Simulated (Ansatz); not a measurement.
Compare A (`COB(C)N`) with its isomer B (`BNCOC`).

Gas-phase electronic energies from Ansatz, PBE0-D4/def2-TZVP geometries. CCSD(T)/CBS adds triple-zeta CCSD(T) − MP2 to the extrapolated MP2 energy (def2 sets, frozen cores). Functionals use def2-TZVPP. B3LYP here is the variant with VWN-RPA as its local correlation; programs differ in this. One conformer a species, not always the lowest.

A:

```xyz
13

C    -0.358    1.560   -1.021
O    -0.988    0.399   -0.545
B    -0.309   -0.529    0.209
C     1.210   -0.362    0.597
N    -1.058   -1.646    0.619
H     0.472    1.325   -1.697
H    -1.098    2.141   -1.575
H     0.027    2.180   -0.205
H     1.374    0.554    1.174
H     1.590   -1.196    1.190
H     1.841   -0.277   -0.294
H    -0.675   -2.389    1.172
H    -2.027   -1.758    0.377
```

B:

```xyz
13

B    -1.741    1.529   -0.798
N    -1.267    0.631    0.145
C     0.094    0.252    0.336
O     0.264   -1.084   -0.059
C     1.569   -1.538    0.175
H    -2.918    1.737   -0.858
H    -0.956    2.080   -1.515
H    -1.910    0.137    0.746
H     0.726    0.920   -0.264
H     0.384    0.355    1.394
H     1.614   -2.579   -0.144
H     2.308   -0.960   -0.397
H     1.833   -1.481    1.240
```

Q: Which isomer does CCSD(T)/CBS put lower? Give the gap. (Estimate.)

A: Ansatz gave: A, by 57.9 kcal/mol.

Q: Give E(B) − E(A) in kcal/mol with PBE0-D4, CCSD/def2-TZVPP, r2SCAN-D4, CCSD(T)/def2-TZVPP, PBE-D4, B2PLYP, B3LYP-D4. (An estimate is asked.)

A: Computed: PBE0-D4 57.2, CCSD/def2-TZVPP 57.2, r2SCAN-D4 58.6, CCSD(T)/def2-TZVPP 56.9, PBE-D4 56.0, B2PLYP 57.2, B3LYP-D4 56.9. None reverses the order clearly.

Largest T1 diagnostic: 0.012.

From PBE to PBE0 (25 % exact exchange), in def2-TZVPP and without D4, E(B) − E(A) moves by +1.2 kcal/mol.
